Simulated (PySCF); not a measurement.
Where the electron goes

C6H12Ge.
Numbering: `[CH2:1]=[C:2]([CH2:3][GeH3:4])[CH:5]1[CH2:6][CH2:7]1` (hydrogens: H8, H9 on C1; H10, H11 on C3; H12, H13, H14 on Ge4; H15 on C5; H16, H17 on C6; H18, H19 on C7)

Geometry (PBE0-D3(BJ)/def2-SVP, Å), atoms numbered from 1 in this order:
```
atom  x, y, z in Å
C1    -0.3010    1.2744   -2.0831
C2     0.1106    0.9996   -0.8383
C3     1.5635    0.9892   -0.4688
Ge4    2.2543   -0.7981    0.0000
C5    -0.8210    0.6432    0.2702
C6    -1.3127   -0.7799    0.4166
C7    -2.2658    0.3182    0.0600
H8     0.4152    1.4969   -2.8784
H9    -1.3601    1.2907   -2.3490
H10    1.7462    1.6318    0.4098
H11    2.1825    1.3770   -1.2916
H12    1.7173   -1.2653    1.3656
H13    1.8470   -1.8184   -1.0795
H14    3.7939   -0.7339    0.0772
H15   -0.5782    1.1374    1.2188
H16   -1.3513   -1.2151    1.4188
H17   -1.0370   -1.4825   -0.3748
H18   -2.9759    0.6576    0.8181
H19   -2.6597    0.3369   -0.9587
```

Method used: TDDFT wB97X-D/def2-SVPD, vertical, gas phase, core orbitals frozen in the response in PySCF. The wB97X-D/def2-SVPD calculation is non-relativistic and has no spin–orbit coupling, an omission that weighs most on germanium.

Kohn–Sham orbitals with the atoms that hold most of them (Löwdin shares over 4%, at most four atoms; ? is withheld):

```
orbital  ε (eV)                              atoms
 LUMO+2    2.42    Ge4 22%, C3 12%, H12 7%, H13 7%
 LUMO+1    2.10     Ge4 31%, C1 13%, C2 13%, C3 6%
   LUMO    1.75                                  ?
   HOMO       ?       C1 34%, C2 26%, C3 8%, C5 6%
 HOMO-1  -10.38                                  ?
 HOMO-2  -10.41     C5 27%, C6 15%, C3 14%, C7 14%
 HOMO-3  -11.08  Ge4 32%, H12 24%, H13 12%, C3 12%
```

Problem. Give the leading atoms of the LUMO.

Solution. Ge4 (bonded to C and 3 H) 28%; C1 (bonded to C and 2 H) 16%; C2 (bonded to 3 C) 13%; H14 (bonded to Ge) 8%. By element: carbon 29% or more, germanium 28%, hydrogen 8% or more.

Problem. Which atoms hold the HOMO-1, and with what shares?

Solution. C7 (bonded to 2 C and 2 H) 29%; C6 (bonded to 2 C and 2 H) 22%; C5 (bonded to 3 C and H) 12%; C3 (bonded to C, Ge and 2 H) 6%.

Problem. What is the HOMO energy, and the HOMO–LUMO gap?

Solution. ε(HOMO) = -8.59 eV; the gap is 10.34 eV (0.3801 hartree).

Problem. The HOMO–LUMO gap is 10.34 eV. Where does the response calculation put the lowest singlet, and from which orbitals?

Solution. S1 is at 6.56 eV (f = 0.380), 3.79 eV below the gap, made of HOMO→LUMO (60%), HOMO→LUMO+1 (28%). 

Next come S2 at 6.80 eV (f 0.0033), HOMO→LUMO+1 (56%), HOMO→LUMO+2 (20%), HOMO→LUMO (14%); S3 at 7.45 eV (f 0.011), HOMO→LUMO+2 (40%), HOMO→LUMO (16%), HOMO→LUMO+3 (12%); S4 at 7.53 eV (f 0.097), HOMO→LUMO+4 (36%), HOMO→LUMO+3 (33%), HOMO→LUMO+2 (18%); S5 at 7.73 eV (f 0.017), HOMO-2→LUMO (28%), HOMO→LUMO+3 (20%), HOMO→LUMO+4 (16%).

Löwdin shares depend on the basis, the more so with diffuse functions.

One conformer stands for the species.
